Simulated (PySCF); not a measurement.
Magnetic shielding above rings: a mixed set.

Definitions: NICS(0) = −σiso at the ring centroid; NICS(1) = −σiso and NICS(1)zz = −σzz at ±1 Å along the ring normal z. Level: GIAO PBE0/pcSseg-1 (PySCF, non-relativistic, gas phase) on the GFN2-xTB geometries, one conformer each. Atom numbers follow the mapped SMILES.

Problem. Order these rings by mean NICS(1)zz, lowest (most negative) first (ppm).
A. ring C4–C5–C6–N7–C8–C9 in `[CH:1]#[C:2][CH2:3][c:4]1[cH:5][cH:6][n:7][cH:8][c:9]1[Cl:10]`
B. ring C5–C6–C7–C8 in `[CH2:1]=[CH:2]/[CH:3]=[P:4]/[CH:5]1[CH2:6][CH2:7][CH2:8]1`
C. ring C3–C4–P6–C7–C8 in `[CH2:1]=[CH:2][C:3]1=[C:4]([CH3:5])[PH:6][CH2:7][CH2:8]1`
D. ring C3–C4–P5–C6–C7 in `[CH3:1][CH2:2][c:3]1[cH:4][pH:5][cH:6][c:7]1[CH3:8]`
E. ring C6–C7–C8 in `[CH3:1][C:2]1=[C:3]([CH3:4])[PH+:5]1[CH:6]1[CH2:7][CH2:8]1` (charge +1)
F. ring C2–C3–C4–Si5–C9 in `[O:1]=[C:2]1[CH2:3][CH2:4][Si@@:5]([Cl:6])([O:7][SiH3:8])[CH2:9]1`
G. ring C3–C4–C5–P6–C7–C8 in `[CH3:1][CH2:2][CH:3]1[CH:4]=[CH:5][PH:6][CH:7]=[CH:8]1`

Solution. A (-26.7), E (-23.4), D (-12.4), G (-6.4), C (-1.4), F (-0.2), B (3.7).

| SMILES | ring | NICS(0) | NICS(1) | NICS(1)zz | HOMA | rms pucker (Å) | ring atoms with four or more neighbours |
| --- | --- | --- | --- | --- | --- | --- | --- |
| C#CCc1ccncc1Cl | 6-membered ring with N; formal bonds all aromatic | -8.0 | -10.9 | -26.7 | 0.99 | 0.00 | 0 |
| CC1=C(C)[PH+]1C1CC1 | 3-membered carbocycle; formal bonds all single | -44.8 | -9.2 | -23.4 | – | 0.00 | 3 |
| CCc1c[pH]cc1C | 5-membered ring with P; bonds drawn aromatic by RDKit's count | -4.7 | -6.3 | -12.4 | 0.12 | 0.04 | 0 |
| CCC1C=CPC=C1 | 6-membered ring with P; formal bonds 2 double, 4 single | -2.7 | -3.9 | -6.4 | – | 0.25 | 1 |
| C=CC1=C(C)PCC1 | 5-membered ring with P; formal bonds 1 double, 4 single | -2.7 | -3.5 | -1.4 | – | 0.12 | 2 |
| O=C1CC[Si@@](Cl)(O[SiH3])C1 | 5-membered ring with Si; formal bonds all single | 0.1 | -2.3 | -0.2 | – | 0.17 | 4 |
| C=C/C=P/C1CCC1 | 4-membered carbocycle; formal bonds all single | 0.6 | 0.5 | 3.7 | – | 0.06 | 4 |

NICS(0) gives another order. The isotropic NICS(1) gives the same order. HOMA uses Krygowski's 1993 parameters; it is left out where a ring has a four-coordinate atom, a triple bond, no multiple bond or a kind of bond without parameters. NICS(1) and NICS(1)zz are means over the two faces.
